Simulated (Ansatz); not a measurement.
Ansatz (a quantum-chemistry and plane-wave program) input (HF/3-21G): The .json file is the Basis Set Exchange's 3-21G.

Ansatz 0.2 input:
```yaml
crystal:
  periodic: [false, false, false]
  atoms:
    - {symbol: Cs, position_ang: [-0.00000000, -0.00000000, -1.77065809]}
    - {symbol: I, position_ang: [0.00000000, 0.00000000, 1.83747538]}
basis:
  gaussian:
    orbitals: 3-21G.json
hamiltonian:
  xc: {name: HF}
total_charge: -1
magnetization: {spin_polarized: true, initial_magnetization: 1}
relax: {f_tol: 0.003, max_steps: 120}
```

Output:

```
WARN ansatz: RAYON_NUM_THREADS=1 ignored (pool sized by the plan → 1); use --threads N
Functional definition: HF
integrals: 0.02 GiB planned
792 factors; integrals over basis functions are off by at most 6.8e-5 eV
mean field: 0.55 GiB planned
mean field evaluation 1: about -392346.5041 eV, gradient 9.1e0 eV
mean field evaluation 2: about -392346.5121 eV, gradient 9.1e0 eV
mean field evaluation 4: about -392346.6422 eV, gradient 4.0e-1 eV
mean field evaluation 8: about -392346.6475 eV, gradient 7.9e-6 eV
mean field -392346.64748994 eV, -14418.4733531459 hartree, gradient 8.0e-6 eV, S^2 0.750216; 0 other end points of the search recorded, 0 dependent functions left out
the calculation of the forces begins
reference -392346.64748994 eV, -14418.4733531459 hartree; 55, 54 occupied and 15, 16 virtual orbitals, 792 factors
relax step   1: F+E_penalty+E_count = -392346.64748994 eV  Δ(F+E_penalty+E_count) = +0.000e0 eV  max|allowed force component| = 4.560e-1 eV/Å  Δτ_max = 0.0000 Å  (25 SCF iters, accepted)
these checks for a lower state are left out or cut short: starts, cluster_reference, orbital_swaps, neighbouring_geometries, increment
integrals: 0.02 GiB planned
792 factors; integrals over basis functions are off by at most 6.9e-5 eV
mean field: 0.55 GiB planned
mean field evaluation 16: about -392346.6726 eV, gradient 1.8e-5 eV
mean field -392346.67257093 eV, -14418.4742748554 hartree, gradient 1.8e-5 eV, S^2 0.750218; 0 other end points of the search recorded, 0 dependent functions left out
the calculation of the forces begins
reference -392346.67257093 eV, -14418.4742748554 hartree; 55, 54 occupied and 15, 16 virtual orbitals, 792 factors
relax step   2: F+E_penalty+E_count = -392346.67257093 eV  Δ(F+E_penalty+E_count) = -2.508e-2 eV  max|allowed force component| = 3.010e-1 eV/Å  Δτ_max = 0.0334 Å  (21 SCF iters, accepted)
these checks for a lower state are left out or cut short: starts, cluster_reference, orbital_swaps, neighbouring_geometries, increment
integrals: 0.02 GiB planned
792 factors; integrals over basis functions are off by at most 7.2e-5 eV
mean field: 0.55 GiB planned
mean field -392346.69805405 eV, -14418.4752113428 hartree, gradient 1.9e-5 eV, S^2 0.750223; 0 other end points of the search recorded, 0 dependent functions left out
the calculation of the forces begins
reference -392346.69805405 eV, -14418.4752113428 hartree; 55, 54 occupied and 15, 16 virtual orbitals, 792 factors
relax step   3: F+E_penalty+E_count = -392346.69805405 eV  Δ(F+E_penalty+E_count) = -2.548e-2 eV  max|allowed force component| = 7.014e-3 eV/Å  Δτ_max = 0.0906 Å  (26 SCF iters, accepted)
these checks for a lower state are left out or cut short: starts, cluster_reference, orbital_swaps, neighbouring_geometries, increment
integrals: 0.02 GiB planned
792 factors; integrals over basis functions are off by at most 7.2e-5 eV
mean field: 0.55 GiB planned
mean field -392346.69807241 eV, -14418.4752120174 hartree, gradient 1.9e-5 eV, S^2 0.750223; 0 other end points of the search recorded, 0 dependent functions left out
the calculation of the forces begins
reference -392346.69807241 eV, -14418.4752120174 hartree; 55, 54 occupied and 15, 16 virtual orbitals, 792 factors
relax step   4: F+E_penalty+E_count = -392346.69807241 eV  Δ(F+E_penalty+E_count) = -1.836e-5 eV  max|allowed force component| = 2.183e-3 eV/Å  Δτ_max = 0.0038 Å  (22 SCF iters, accepted)
integrals: 0.02 GiB planned
792 factors; integrals over basis functions are off by at most 7.2e-5 eV
mean field: 0.55 GiB planned
mean field evaluation 32: about -392346.6981 eV, gradient 1.7e-2 eV
mean field -392346.69807241 eV, -14418.4752120174 hartree, gradient 1.9e-5 eV, S^2 0.750223; 1 other end points of the search recorded, 0 dependent functions left out
the calculation of the forces begins
reference -392346.69807241 eV, -14418.4752120174 hartree; 55, 54 occupied and 15, 16 virtual orbitals, 792 factors
Total energy: -392346.69807241 eV, -14418.4752120174 hartree
Atom 0 at     0.000000    -0.000000    -1.898405 Å, force     0.000000    -0.000000     0.002183 eV/Å
Atom 1 at    -0.000000     0.000000     1.965222 Å, force    -0.000000     0.000000    -0.002183 eV/Å
Dipole moment:    -0.000000    -0.000000    -1.428040 e Å
```

The dipole moment of an ion depends on the origin.
